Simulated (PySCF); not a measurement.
# Rh: excitation energy

Rh [Kr] 4d8 5s1 (4F) → Rh [Kr] 4d8 5p1 (high-spin determinant), as a difference of total energies. All numbers are calculated (PySCF 2.14, a scalar-relativistic core potential, in aug-cc-pVTZ-PP with one added diffuse shell each of s, p, d, f, g type with ECP28MDF (7s7p6d4f3g, 113 functions)). Correlated levels: valence: 4s2 4p6 frozen. The calculations carry no spin-orbit coupling.

```tsv
method	excitation energy (eV)
UHF	3.010
LDA	3.855
PBE	3.676
PBE0	3.550
r2SCAN	3.689
revPBE	3.624
BHandHLYP	3.458
B97-3	3.497
MP2 (valence)	3.576
SCS-MP2 (valence)	3.456
```

Problem. How much does correlation contribute at MP2 (valence)?

Solution. 3.576 − (3.010) = 0.566 eV, measured against UHF.

The determinant of the upper state mixes LS terms, which raises its energy above the lowest term, most at the Hartree-Fock and MP2 levels.
